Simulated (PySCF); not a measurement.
Computed IR spectrum (relative IR intensity) of a molecule C4H9FSi. The structure is a stationary point at PBE0-D3(BJ)/def2-SVP. One conformer was computed; it need not be the lowest. Level of theory: PBE0-D3(BJ)/def2-SVP (PySCF). Frequencies are harmonic and unscaled.

```json
[
 {"ν (cm⁻¹)": "327", "relative intensity": "3.4"},
 {"ν (cm⁻¹)": "389", "relative intensity": "2.9"},
 {"ν (cm⁻¹)": "640", "relative intensity": "21"},
 {"ν (cm⁻¹)": "662", "relative intensity": "24"},
 {"ν (cm⁻¹)": "820", "relative intensity": "2.3"},
 {"ν (cm⁻¹)": "862", "relative intensity": "13"},
 {"ν (cm⁻¹)": "909", "relative intensity": "37"},
 {"ν (cm⁻¹)": "917", "relative intensity": "100"},
 {"ν (cm⁻¹)": "936", "relative intensity": "21"},
 {"ν (cm⁻¹)": "946", "relative intensity": "23"},
 {"ν (cm⁻¹)": "955", "relative intensity": "7.2"},
 {"ν (cm⁻¹)": "1015", "relative intensity": "6.1"},
 {"ν (cm⁻¹)": "1040", "relative intensity": "7.1"},
 {"ν (cm⁻¹)": "1118", "relative intensity": "4.1"},
 {"ν (cm⁻¹)": "1186", "relative intensity": "3.8"},
 {"ν (cm⁻¹)": "1223", "relative intensity": "26"},
 {"ν (cm⁻¹)": "1377", "relative intensity": "2.4"},
 {"ν (cm⁻¹)": "1461", "relative intensity": "6.7"},
 {"ν (cm⁻¹)": "1464", "relative intensity": "5.6"},
 {"ν (cm⁻¹)": "2236", "relative intensity": "34"},
 {"ν (cm⁻¹)": "2243", "relative intensity": "63"},
 {"ν (cm⁻¹)": "2250", "relative intensity": "61"},
 {"ν (cm⁻¹)": "3055", "relative intensity": "13"},
 {"ν (cm⁻¹)": "3144", "relative intensity": "9.0"},
 {"ν (cm⁻¹)": "3151", "relative intensity": "5.5"},
 {"ν (cm⁻¹)": "3172", "relative intensity": "3.7"}
]
```

Question: Which molecule gave these data?
A) FC1(C[SiH3])CC1
B) C[SiH](C)/C=C\F
C) C[C@H]1C[C@@]1(F)[SiH3]
D) C=C[C@@H](C)[SiH2]F

Answer: C, C[C@H]1C[C@@]1(F)[SiH3]
